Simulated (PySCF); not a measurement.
CH₈AlNO₂Si, SMILES C[N]([SiH3])[Al]([OH])[OH]. Atoms are numbered in the order given.

```xyz
14

Si     0.6058    -2.0165     0.0000
N     -0.4326    -0.6259     0.0000
C     -1.8726    -0.8790     0.0000
Al     0.1590     1.0610     0.0000
O      1.7972     1.5035     0.0000
O     -1.0418     2.2614     0.0000
H      0.3971    -2.8839     1.2050
H      2.0194    -1.5230     0.0000
H      0.3971    -2.8839    -1.2050
H     -2.4367     0.0660     0.0000
H     -2.1922    -1.4517    -0.8903
H     -2.1922    -1.4517     0.8903
H      2.5412     0.9006     0.0000
H     -0.8618     3.2019     0.0000
```
Charge 0, spin multiplicity 1.

Geometry: PBE0-D3(BJ)/def2-SVP. The structure was generated by enumeration; whether it is a known compound was not checked. One conformer was computed; it need not be the lowest.

Two levels are set side by side: PBE/pcSseg-1 (PySCF) and PBE0/pcSseg-1 (PySCF). GIAO shifts against H2O (¹⁷O), NH3 (¹⁵N), TMS (²⁹Si), TMS (¹H), TMS (¹³C) at the same level; non-relativistic, no solvent, atoms listed together averaged. Differences are taken from unrounded values.

```csv
quantity,PBE
δ(²⁹Si) of Si1 (ppm),-50.9
δ(¹⁵N) of N2 (ppm),21.1
δ(¹³C) of C3 (ppm),38.4
```

These are the PBE values. What does PBE0 give? (Estimate from the structure and the level; the computed values follow.)


```tsv
quantity	PBE0	PBE minus PBE0
δ(²⁹Si) of Si1 (ppm)	-48.0	-2.9
δ(¹⁵N) of N2 (ppm)	10.4	10.7
δ(¹³C) of C3 (ppm)	36.6	1.8
```

Rough cost on one machine, each run with all the roots and properties that it gave: PBE0 against PBE within a factor of 2.
